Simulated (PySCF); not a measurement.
Species: `[SiH2](CC=C)C#C[SiH2]CC`. The columns A, B, C and D hold Mulliken, IAO, Hirshfeld and ESP-fitted charges (e) of one PBE0/pcSseg-1 density (PySCF), in a shuffled order. Coordinates in Å (GFN2-xTB); the density's dipole moment is (-0.13, 0.58, -0.16) D.

```csv
atom,x,y,z,A,B,C,D
C1,2.959,1.651,-0.851,-0.153,-0.573,-0.336,-0.113
C2,2.234,1.065,0.085,-0.274,+0.059,-0.122,-0.039
C3,2.745,0.054,1.046,-0.481,-0.391,-0.534,-0.151
Si4,2.116,-1.699,0.596,+0.703,+0.550,+0.785,+0.365
C5,0.268,-1.617,0.589,-0.305,-0.265,-0.317,-0.145
C6,-0.939,-1.509,0.587,-0.296,-0.155,-0.310,-0.141
Si7,-2.775,-1.268,0.555,+0.676,+0.377,+0.772,+0.362
C8,-3.153,-0.001,-0.818,-0.569,-0.080,-0.529,-0.151
C9,-2.350,1.287,-0.674,-0.311,-0.136,-0.409,-0.117
H10,4.011,1.444,-0.966,+0.104,+0.222,+0.140,+0.042
H11,2.538,2.365,-1.538,+0.114,+0.199,+0.151,+0.044
H12,1.178,1.289,0.173,+0.139,+0.093,+0.145,+0.041
H13,3.835,0.061,1.055,+0.143,+0.133,+0.151,+0.045
H14,2.401,0.301,2.052,+0.161,+0.136,+0.160,+0.047
H15,2.589,-2.074,-0.741,-0.072,-0.090,-0.112,-0.070
H16,2.556,-2.657,1.618,-0.085,-0.116,-0.117,-0.072
H17,-3.193,-0.747,1.864,-0.078,-0.077,-0.119,-0.073
H18,-3.430,-2.549,0.262,-0.083,-0.094,-0.115,-0.072
H19,-4.219,0.237,-0.816,+0.143,+0.032,+0.146,+0.040
H20,-2.939,-0.442,-1.794,+0.147,+0.040,+0.149,+0.042
H21,-2.596,1.992,-1.467,+0.119,+0.041,+0.143,+0.041
H22,-1.284,1.076,-0.723,+0.144,+0.056,+0.141,+0.035
H23,-2.557,1.767,0.281,+0.116,+0.040,+0.136,+0.039
```

Q: Which column most likely holds the ESP-fitted charges?

A: B. Σ q r misses the density's dipole by 0.03 D (B), 0.80 D (D), 1.64 D (C), 1.73 D (A). Charges fitted to the outside potential are the only set here that is tied to the molecule's multipoles.

Q: And the Hirshfeld charges?

A: D. The mean sizes are 0.099 e (D), 0.172 e (B), 0.236 e (A), 0.262 e (C), and Hirshfeld charges are commonly the smallest of these schemes.

As computed, A = Mulliken, B = ESP-fitted, C = IAO, D = Hirshfeld. Hydrogens on carbon: Mulliken +0.10 to +0.16, ESP-fitted +0.03 to +0.22, IAO +0.14 to +0.16, Hirshfeld +0.04 to +0.05 e.

The Hirshfeld scheme divides the density at each point in proportion to the densities of the neutral, spherically averaged free atoms. The IAO scheme projects the occupied orbitals on a minimal set of polarised atomic orbitals and counts the electrons in each atom's part of it.

The structure is a single GFN2-xTB conformer in the gas phase; no vibrational or solvent corrections.

Conformer computed: `[CH2:1]=[CH:2][CH2:3][SiH2:4][C:5]#[C:6][SiH2:7][CH2:8][CH3:9]`: C1–C2–C3–Si4 -106°, C2–C3–Si4–C5 -58°, C6–Si7–C8–C9 -53°.
